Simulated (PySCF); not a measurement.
C4H6, SMILES C#CCC. Atoms are numbered in the order given.

```xyz
10

C     -0.2629    -1.9673     0.0000
C      0.1616    -0.8327     0.0000
C      0.6455     0.5478     0.0000
C     -0.4844     1.5885     0.0000
H     -0.6329    -2.9748     0.0000
H      1.2941     0.6993     0.8810
H      1.2941     0.6993    -0.8810
H     -0.0693     2.6082     0.0000
H     -1.1227     1.4752    -0.8894
H     -1.1227     1.4752     0.8894
```

The structure is a stationary point at B3LYP-D3(BJ)/def2-SVP.

Computed with PBE/def2-TZVP run with PySCF.

Isolated molecule, no solvent.

Estimate the frontier levels, gap, dipole moment and polarisability. (An estimate is asked for; the answer gives what the named calculation found.)


```yaml
highest_occupied_level: -6.41 eV
lowest_empty_level: -0.03 eV
orbital_gap: 6.38 eV
dipole_moment: 0.86 D
quadrupole, principal values (traceless, Buckingham form, about the centre of nuclear charge): -2.73, -2.13, 4.87 D·Å
mean_static_polarisability: 47.6 bohr³ (7.06 Å³)
polarisability_principal_values: 36.5, 39.8, 66.5 bohr³
```
